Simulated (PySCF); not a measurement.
C2H7O, SMILES CC[OH2+], charge +1.

Geometry optimised at B3LYP-D3(BJ)/def2-TZVP. The isomer is the one that the SMILES or the coordinates give; other isomers of the formula were not compared.

The numbers are results of r2SCAN/def2-TZVPD (PySCF), not measurements.

Symmetry labels are those of the subgroup Cs that the program uses (full group Cs).

Q: List the valence orbital energies around the gap with their symmetry. (An estimate is asked for; the answer gives what the named calculation found.)

A: 
```
orbital  symmetry  energy (eV)
-------  --------  -----------
HOMO−7         A"       -22.76
HOMO−6         A'       -22.76
HOMO−5         A'       -19.23
HOMO−4         A'       -17.90
HOMO−3         A"       -17.44
HOMO−2         A'       -15.36
HOMO−1         A'       -15.14
HOMO           A"       -14.67
LUMO           A'        -6.33
LUMO+1         A'        -4.65
LUMO+2         A"        -3.85
LUMO+3         A'        -3.18
```
